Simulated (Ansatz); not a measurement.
ClGaH₂O₂, SMILES `[OH][Ga]([OH])[Cl]`, 6 atoms. The species carries charge 0 and has multiplicity 1. Correlated methods include outer-core shells of Ga, which these sets cover unevenly. Scalar relativity is left out up to krypton. All runs use 2 threads of a server CPU on a shared host. Correlated methods freeze the cores.

(1) Give the basis size and wall time and peak host memory of each of these runs in Ansatz. RKS B97M-V/def2-TZVPP energy; RKS ωB97M-V/def2-SVP energy; RHF-CCSD(T)/def2-SVP energy; RKS PBE0-D4/def2-TZVP relaxation (6 steps); RHF-CCSD(T)/def2-TZVPP energy; RKS CAM-B3LYP-D4/def2-TZVPP energy; RHF-MP2/def2-QZVPP energy; RKS PBE0-D4/def2-SVP energy; direct RPA on PBE orbitals/def2-TZVPP energy; RKS HSE06-D4/def2-TZVPP energy; RKS PBE0-D4/def2-TZVP frequencies; RKS r2SCAN0-D4/def2-TZVPP energy. (Best estimate.)

Answers

(1) Computed: Other jobs shared the machine, so times are rough.

```tsv
level	job	functions	wall time	peak host memory (GiB)
RKS PBE0-D4/def2-SVP	energy	88	1.4 s	0.18
RKS HSE06-D4/def2-TZVPP	energy	180	2.2 s	0.47
RHF-CCSD(T)/def2-SVP	energy	88	2.8 s	0.29
RKS CAM-B3LYP-D4/def2-TZVPP	energy	180	3 s	0.51
RKS r2SCAN0-D4/def2-TZVPP	energy	180	3.2 s	0.47
direct RPA on PBE orbitals/def2-TZVPP	energy	180	3.3 s	0.36
RKS ωB97M-V/def2-SVP	energy	88	3.6 s	0.26
RKS B97M-V/def2-TZVPP	energy	180	4.5 s	0.28
RHF-MP2/def2-QZVPP	energy	333	15 s	1.2
RKS PBE0-D4/def2-TZVP	relaxation (6 steps)	159	16 s	0.4
RHF-CCSD(T)/def2-TZVPP	energy	180	33 s	1.9
RKS PBE0-D4/def2-TZVP	frequencies	159	78 s	0.42
```

HSE06 is defined as in plane-wave codes.
